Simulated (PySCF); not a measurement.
C₂, SMILES [C]=[C] (connectivity only; charge and spin as stated), neutral, multiplicity 1. Atoms are numbered in the order given.

```xyz
2

C      0.0000     0.0000    -0.6231
C      0.0000     0.0000     0.6231
```
Charge 0, spin multiplicity 1.

Geometry optimised at PBE0-D3(BJ)/def2-TZVPD.

These are B3LYP/pcSseg-2 (PySCF) values and carry that method's errors.

GIAO shieldings, no solvent; atoms alike by connectivity are averaged. δ = σ(ref) − σ: ¹³C against TMS (σ = 181.3 ppm), references at their B3LYP-D3(BJ)/def2-TZVP geometries, non-relativistic.

| nucleus | atoms | count | δ (ppm) |
|---|---|---|---|
| ¹³C | C1, C2 | 2 | -53.3 |
